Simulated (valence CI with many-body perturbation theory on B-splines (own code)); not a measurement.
Values are calculated unless marked as measured or tabulated.
## Level structure of Ge26+

Method: configuration interaction combined with many-body perturbation theory (CI+MBPT): four valence electrons over a frozen Dirac-Fock core [He], a basis of 11 s, 11 p, 10 d, 8 f, 5 g, 2 h functions for each j, with the one-electron correlation potential Σ1, the two-electron term Σ2, the three-electron term Σ3, Breit, model QED; selected CI, second order for the rest, scaled by the run's own slope (own B-spline code, finite nucleus).

The last digits are not significant, and no measured levels were compared; by estimate large intervals hold to a few tenths of a per cent, small ones and those within an open d or f shell to about a per cent. Among the levels kept, up to 1100 cm⁻¹ of a level comes from second order outside the variational space, and about a tenth of that is noise between levels of different J, which matters for small intervals.

Levels 136 to 180 of 203, with energies above the lowest level, (2s^2 2p1/2^2) J=0. "Leading %" is the weight of the configuration and term that name the level; weights of strongly mixed levels are sums over their largest components and can fall short, so below about 35 % the name and the second component can differ from the true leading terms, or belong to a minority configuration. In the jj column 3d3/2^4 stands for four electrons in 3d with j = 3/2.

| No. | Configuration | Term | J | E (eV) | Leading % | g | Second component | Leading jj |
| --- | --- | --- | --- | --- | --- | --- | --- | --- |
| 136 | 2s2p²3p | ³D° | 3 | 1768.8 | 82 | 1.298 | 7 % 2s2p²3p ³F° | 2s 2p3/2^2 3p3/2 (82 %) |
| 137 | 2s2p²3d | ³P | 2 | 1768.8 | 35 | 1.264 | 27 % 2s2p²3d ³D | 2s 2p3/2^2 3d3/2 (52 %) |
| 138 | 2s2p²3p | ³P° | 0 | 1769.5 | 79 |  | 19 % 2s2p²3p ¹S° | 2s 2p3/2^2 3p3/2 (58 %) |
| 139 | 2s2p²3d | ³D | 2 | 1771.6 | 51 | 1.238 | 28 % 2s2p²3d ³P | 2s 2p1/2 2p3/2 3d5/2 (61 %) |
| 140 | 2s2p²3d | ¹G | 4 | 1771.7 | 50 | 1.093 | 30 % 2s2p²3d ³F | 2s 2p3/2^2 3d3/2 (71 %) |
| 141 | 2s2p²3d | ³P | 1 | 1772.1 | 38 | 1.589 | 29 % 2s2p²3d ³S | 2s 2p3/2^2 3d3/2 (60 %) |
| 142 | 2s2p²3p | ³P° | 1 | 1772.5 | 47 | 1.280 | 40 % 2s2p²3p ¹P° | 2s 2p3/2^2 3p3/2 (79 %) |
| 143 | 2s2p²3p | ³P° | 2 | 1773.2 | 48 | 1.618 | 32 % 2p³3s ⁵S° | 2s 2p3/2^2 3p3/2 (45 %) |
| 144 | 2s2p²3d | ¹F | 3 | 1775.5 | 37 | 1.121 | 29 % 2s2p²3d ³D | 2s 2p3/2^2 3d5/2 (60 %) |
| 145 | 2s2p²3p | ¹D° | 2 | 1778.2 | 54 | 1.218 | 31 % 2s2p²3p ³P° | 2s 2p3/2^2 3p3/2 (71 %) |
| 146 | 2s2p²3d | ¹S | 0 | 1779.7 | 71 |  | 26 % 2s2p²3d ³P | 2s 2p3/2^2 3d5/2 (52 %) |
| 147 | 2s2p²3d | ¹D | 2 | 1779.8 | 43 | 1.207 | 36 % 2s2p²3d ³P | 2s 2p3/2^2 3d5/2 (76 %) |
| 148 | 2p³3s | ³S° | 1 | 1779.9 | 37 | 1.355 | 18 % 2s2p²3p ¹P° | 2p1/2^2 2p3/2 3s (61 %) |
| 149 | 2s2p²3d | ¹P | 1 | 1780.0 | 48 | 1.347 | 28 % 2s2p²3d ³S | 2s 2p3/2^2 3d5/2 (64 %) |
| 150 | 2s2p²3p | ¹P° | 1 | 1787.7 | 45 | 1.174 | 21 % 2s2p²3p ³S° | 2s 2p3/2^2 3p3/2 (65 %) |
| 151 | 2p³3p | ⁵P | 1 | 1798.7 | 52 | 1.879 | 16 % 2p³3p ³P | 2p1/2^2 2p3/2 3p1/2 (71 %) |
| 152 | 2p³3p | ⁵P | 2 | 1799.6 | 47 | 1.526 | 23 % 2p³3p ³P | 2p1/2^2 2p3/2 3p1/2 (68 %) |
| 153 | 2p³3s | ³D° | 2 | 1801.4 | 55 | 1.347 | 20 % 2p³3s ⁵S° | 2p1/2 2p3/2^2 3s (77 %) |
| 154 | 2s2p²3d | ³F | 4 | 1802.5 | 83 | 1.218 | 8 % 2s2p²3d ¹G | 2s 2p3/2^2 3d5/2 (86 %) |
| 155 | 2s2p²3d | ¹P | 1 | 1802.5 | 42 | 0.953 | 32 % 2s2p²3d ³D | 2s 2p3/2^2 3d3/2 (59 %) |
| 156 | 2s2p²3d | ³D | 3 | 1802.8 | 57 | 1.237 | 30 % 2s2p²3d ³F | 2s 2p3/2^2 3d5/2 (67 %) |
| 157 | 2s2p²3d | ³D | 2 | 1804.8 | 52 | 0.994 | 26 % 2s2p²3d ³F | 2s 2p3/2^2 3d3/2 (82 %) |
| 158 | 2p³3s | ³D° | 1 | 1805.1 | 52 | 1.147 | 36 % 2p³3s ³S° | 2p1/2 2p3/2^2 3s (86 %) |
| 159 | 2s2p²3d | ³D | 3 | 1805.2 | 50 | 1.309 | 15 % 2s2p²3d ³F | 2s 2p3/2^2 3d5/2 (49 %) |
| 160 | 2s2p²3d | ³D | 1 | 1807.3 | 87 | 0.579 |  | 2s 2p3/2^2 3d3/2 (75 %) |
| 161 | 2s2p²3d | ³P | 2 | 1807.5 | 39 | 1.247 | 21 % 2s2p²3d ¹D | 2s 2p3/2^2 3d5/2 (39 %) |
| 162 | 2p³3p | ⁵P | 3 | 1809.5 | 54 | 1.487 | 20 % 2s2p²3d ³D | 2p1/2^2 2p3/2 3p3/2 (55 %) |
| 163 | 2s2p²3d | ¹D | 2 | 1809.8 | 48 | 1.104 | 33 % 2s2p²3d ³D | 2s 2p3/2^2 3d5/2 (69 %) |
| 164 | 2p³3s | ³D° | 3 | 1810.3 | 95 | 1.328 |  | 2p1/2 2p3/2^2 3s (95 %) |
| 165 | 2s2p²3d | ³P | 0 | 1810.6 | 87 |  | 12 % 2s2p²3d ¹S | 2s 2p3/2^2 3d3/2 (86 %) |
| 166 | 2p³3p | ³P | 1 | 1810.7 | 47 | 1.433 | 12 % 2p³3p ¹P | 2p1/2^2 2p3/2 3p3/2 (73 %) |
| 167 | 2s2p²3d | ¹F | 3 | 1812.2 | 75 | 1.044 | 11 % 2s2p²3d ³D | 2s 2p3/2^2 3d3/2 (41 %) |
| 168 | 2s2p²3d | ³P | 1 | 1812.3 | 56 | 1.383 | 25 % 2s2p²3d ¹P | 2s 2p3/2^2 3d5/2 (55 %) |
| 169 | 2p³3s | ¹D° | 2 | 1814.3 | 70 | 1.049 | 24 % 2p³3s ³D° | 2p1/2 2p3/2^2 3s (94 %) |
| 170 | 2p³3p | ³P | 2 | 1816.5 | 31 | 1.352 | 25 % 2p³3p ⁵P | 2p1/2^2 2p3/2 3p3/2 (53 %) |
| 171 | 2s2p²3d | ¹D | 2 | 1822.3 | 68 | 1.091 | 12 % 2s2p²3d ³P | 2s 2p3/2^2 3d5/2 (50 %) |
| 172 | 2p³3p | ³P | 0 | 1823.0 | 94 |  | 4 % 2p³3p ¹S | 2p1/2^2 2p3/2 3p3/2 (46 %) |
| 173 | 2p³3p | ³D | 1 | 1826.9 | 30 | 1.250 | 22 % 2p³3p ¹P | 2p1/2 2p3/2^2 3p1/2 (80 %) |
| 174 | 2p³3p | ³F | 2 | 1830.8 | 39 | 1.069 | 24 % 2p³3p ³P | 2p1/2 2p3/2^2 3p1/2 (85 %) |
| 175 | 2p³3s | ³P° | 0 | 1831.5 | 96 |  |  | 2p1/2 2p3/2^2 3s (96 %) |
| 176 | 2p³3s | ³P° | 1 | 1833.7 | 69 | 1.354 | 25 % 2p³3s ¹P° | 2p1/2 2p3/2^2 3s (93 %) |
| 177 | 2p³3p | ³F | 3 | 1837.1 | 69 | 1.172 | 18 % 2p³3p ³D | 2p1/2 2p3/2^2 3p1/2 (64 %) |
| 178 | 2p³3p | ³D | 2 | 1837.4 | 51 | 1.231 | 13 % 2p³3p ³F | 2p1/2 2p3/2^2 3p3/2 (79 %) |
| 179 | 2p³3d | ⁵D° | 2 | 1837.9 | 53 | 1.262 | 22 % 2p³3d ³D° | 2p1/2^2 2p3/2 3d3/2 (79 %) |
| 180 | 2p³3d | ⁵D° | 3 | 1838.2 | 60 | 1.360 | 16 % 2p³3d ³D° | 2p1/2^2 2p3/2 3d3/2 (54 %) |
